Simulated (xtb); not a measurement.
xtb input (GFN1-xTB):

```bash
xtb mol.xyz --gfn 1 --sp --chrg 1 --uhf 0
```
mol.xyz:
```
14

Si     0.79063267     0.57671794    -0.41127162
C      1.72332007    -0.99565641    -0.32626499
F      1.46314830     1.75938255     0.39870977
N     -0.80474948     0.36066756     0.55213905
Si    -1.91544569    -1.07266083     0.07116252
H      0.31641900     1.03787253    -1.71864860
H      1.21239737    -1.79732658    -0.86428431
H      2.69880548    -0.85645524    -0.79926829
H      1.89659685    -1.31450054     0.70352300
H     -0.57378440     0.28594328     1.54712958
H     -3.22472495    -0.74326279     0.64648911
H     -1.24973912    -2.23291217     0.67506736
H     -1.87147561    -1.05634535    -1.39726586
H     -1.33212118     1.23500985     0.47301394
```

End of the output:

```
         :::::::::::::::::::::::::::::::::::::::::::::::::::::
         ::                     SUMMARY                     ::
         :::::::::::::::::::::::::::::::::::::::::::::::::::::
         :: total energy             -18.731097693977 Eh    ::
         :: gradient norm              0.034457491462 Eh/a0 ::
         :: HOMO-LUMO gap              5.887291178731 eV    ::
         ::.................................................::
         :: SCC energy               -18.883173439623 Eh    ::
         :: -> electrostatic           0.101195378561 Eh    ::
         :: repulsion energy           0.157439756382 Eh    ::
         :: dispersion energy         -0.005364010736 Eh    ::
         :: halogen bond corr.         0.000000000000 Eh    ::
         :: add. restraining           0.000000000000 Eh    ::
         :: total charge               1.000000000000 e     ::
         :::::::::::::::::::::::::::::::::::::::::::::::::::::

           -------------------------------------------------
          |                Property Printout                |
           -------------------------------------------------

    * Orbital Energies and Occupations

         #    Occupation            Energy/Eh            Energy/eV
      -------------------------------------------------------------
         1        2.0000           -1.0129297             -27.5632
       ...           ...                  ...                  ...
         4        2.0000           -0.8023398             -21.8328
         5        2.0000           -0.7624905             -20.7484
         6        2.0000           -0.7571297             -20.6025
         7        2.0000           -0.7212788             -19.6270
         8        2.0000           -0.7205375             -19.6068
         9        2.0000           -0.7152926             -19.4641
        10        2.0000           -0.6848076             -18.6346
        11        2.0000           -0.6746714             -18.3587
        12        2.0000           -0.6725491             -18.3010
        13        2.0000           -0.6559115             -17.8483
        14        2.0000           -0.6380942             -17.3634
        15        2.0000           -0.6363468             -17.3159
        16        2.0000           -0.6144500             -16.7200 (HOMO)
        17                         -0.3980961             -10.8327 (LUMO)
        18                         -0.3720036             -10.1227
        19                         -0.3643663              -9.9149
        20                         -0.3454694              -9.4007
        21                         -0.3261441              -8.8748
        22                         -0.3003373              -8.1726
        23                         -0.2885555              -7.8520
        24                         -0.2709555              -7.3731
        25                         -0.2508158              -6.8250
        26                         -0.2352907              -6.4026
        27                         -0.2303327              -6.2677
       ...                                ...                  ...
        48                          1.2420140              33.7969
      -------------------------------------------------------------
                  HL-Gap            0.2163540 Eh            5.8873 eV
             Fermi-level           -0.5062731 Eh          -13.7764 eV

  Mulliken/CM5 charges         n(s)   n(p)   n(d)
     1Si    0.54711  0.38608   1.182  1.370  0.901
     2C    -0.16849 -0.27015   0.996  3.172  0.000
     3F    -0.19143 -0.16988   1.754  5.437  0.000
     4N    -0.37109 -0.79595   1.486  3.885  0.000
     5Si    0.46586  0.22561   1.337  1.618  0.579
     6H     0.00035  0.08971   1.000  0.000  0.000
     7H     0.07798  0.13426   0.922  0.000  0.000
     8H     0.10265  0.15843   0.897  0.000  0.000
     9H     0.08940  0.14548   0.911  0.000  0.000
    10H     0.26557  0.45994   0.734  0.000  0.000
    11H    -0.02269  0.06349   1.023  0.000  0.000
    12H    -0.03183  0.05504   1.032  0.000  0.000
    13H    -0.03025  0.05676   1.030  0.000  0.000
    14H     0.26686  0.46117   0.733  0.000  0.000

Wiberg/Mayer (AO) data.
largest (>0.10) Wiberg bond orders for each atom

 ---------------------------------------------------------------------------
     #   Z sym  total        # sym  WBO       # sym  WBO       # sym  WBO
 ---------------------------------------------------------------------------
     1  14 Si   4.424 --     3 F    1.324     2 C    1.118     6 H    0.912
                             4 N    0.744
     2   6 C    3.973 --     1 Si   1.118     7 H    0.924     9 H    0.916
                             8 H    0.913
     3   9 F    1.387 --     1 Si   1.324
     4   7 N    3.419 --    14 H    0.869    10 H    0.868     5 Si   0.853
                             1 Si   0.744
     5  14 Si   3.779 --    12 H    0.921    11 H    0.920    13 H    0.917
                             4 N    0.853
     6   1 H    0.993 --     1 Si   0.912
     7   1 H    0.992 --     2 C    0.924
     8   1 H    0.987 --     2 C    0.913
     9   1 H    0.989 --     2 C    0.916
    10   1 H    0.933 --     4 N    0.868
    11   1 H    0.993 --     5 Si   0.920
    12   1 H    0.992 --     5 Si   0.921
    13   1 H    0.992 --     5 Si   0.917
    14   1 H    0.932 --     4 N    0.869
 ---------------------------------------------------------------------------

Topologies differ in total number of bonds
Writing topology from bond orders to xtbtopo.mol

 dipole moment from electron density (au)
     X       Y       Z
  -1.1459  -0.3250   0.4980  total (Debye):    3.281

           -------------------------------------------------
          | TOTAL ENERGY              -18.731097693977 Eh   |
          | GRADIENT NORM               0.034457491462 Eh/α |
          | HOMO-LUMO GAP               5.887291178731 eV   |
           -------------------------------------------------

------------------------------------------------------------------------
------------------------------------------------------------------------
 total:
 SCF:
Note: The following floating-point exceptions are signalling: IEEE_DENORMAL
normal termination of xtb
```

It need not be the lowest isomer of its formula.
